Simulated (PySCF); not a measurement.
Relaxation of singlet GaSI

All numbers come from PySCF, PBE0, basis Ga def2-TZVP, S def2-TZVP, I def2-TZVP with ECP28 (scalar-relativistic core potentials, no spin–orbit coupling, density fitting). A (50,194) grid was used.

A hand-made bent start, of Cs symmetry, held to at least that symmetry:

```xyz
3
charge 0 multiplicity 1, angstrom
Ga   -0.9302    0.0000   -0.9910
S    -2.6586    0.0000    0.2192
I     1.1750    0.0000    0.4831
```

Optimiser trace:
| step | E − E(last) (kJ/mol) | largest gradient (Eh/bohr) |
| --- | --- | --- |
| 0 | 121.48 | 0.04289 |
| 1 | 80.76 | 0.03148 |
| 2 | 34.51 | 0.02069 |
| 3 | 11.03 | 0.01736 |
| 4 | 2.17 | 0.00674 |
| 5 | 0.49 | 0.00800 |
| 6 | 0.23 | 0.00528 |
| 7 | 0.00 | 0.00024 |
| 8 | 0.00 | 0.00001 |

It ends at C∞v with Ga–I 2.426 Å, Ga–S 2.013 Å; I–Ga–S 180.0°. The frequency run here used a shortcut that can spoil soft modes, so no verdict on minimum or saddle point is given. Other isomers or separated fragments may lie lower.

Final geometry:
```xyz
3
charge 0 multiplicity 1, angstrom
Ga   -1.0652    0.0000   -0.0895
S    -3.0714    0.0000   -0.2580
I     1.3524    0.0000    0.1136
```

The relaxation took roughly 2.3 core-minutes on a shared host.
